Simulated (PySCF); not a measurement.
Radial density of Pt⁺ (platinum, charge +1)

BHandHLYP, [Xe] 4f14 5d8 6s1, high-spin 4F determinant (an excited configuration). All numbers are calculated (PySCF 2.14, scalar relativity by spin-free X2C-1e, in ANO-RCC-VTZP).

```json
{"r (bohr)": "0.0192", "4πr²ρ (e/bohr)": "96.02", "4πr²(ρα − ρβ)": "-0.0016"}
{"r (bohr)": "0.0323", "4πr²ρ (e/bohr)": "112.2", "4πr²(ρα − ρβ)": "0.0076"}
{"r (bohr)": "0.0543", "4πr²ρ (e/bohr)": "145.5", "4πr²(ρα − ρβ)": "0.0519"}
{"r (bohr)": "0.0914", "4πr²ρ (e/bohr)": "112.3", "4πr²(ρα − ρβ)": "0.1379"}
{"r (bohr)": "0.154", "4πr²ρ (e/bohr)": "134.2", "4πr²(ρα − ρβ)": "0.0691"}
{"r (bohr)": "0.259", "4πr²ρ (e/bohr)": "72.93", "4πr²(ρα − ρβ)": "0.1060"}
{"r (bohr)": "0.435", "4πr²ρ (e/bohr)": "82.32", "4πr²(ρα − ρβ)": "0.1919"}
{"r (bohr)": "0.732", "4πr²ρ (e/bohr)": "27.55", "4πr²(ρα − ρβ)": "0.3954"}
{"r (bohr)": "1.23", "4πr²ρ (e/bohr)": "14.26", "4πr²(ρα − ρβ)": "1.6036"}
{"r (bohr)": "2.07", "4πr²ρ (e/bohr)": "3.535", "4πr²(ρα − ρβ)": "1.1294"}
{"r (bohr)": "3.48", "4πr²ρ (e/bohr)": "0.4616", "4πr²(ρα − ρβ)": "0.2805"}
{"r (bohr)": "5.86", "4πr²ρ (e/bohr)": "0.01086", "4πr²(ρα − ρβ)": "0.0080"}
{"r (bohr)": "9.85", "4πr²ρ (e/bohr)": "2.322e-05", "4πr²(ρα − ρβ)": "0.0000"}
```

Densities and radii are taken from the X2C orbitals without a picture-change correction, which distorts them close to the nucleus.

Spin-orbit coupling, absent here, splits the open shell strongly.
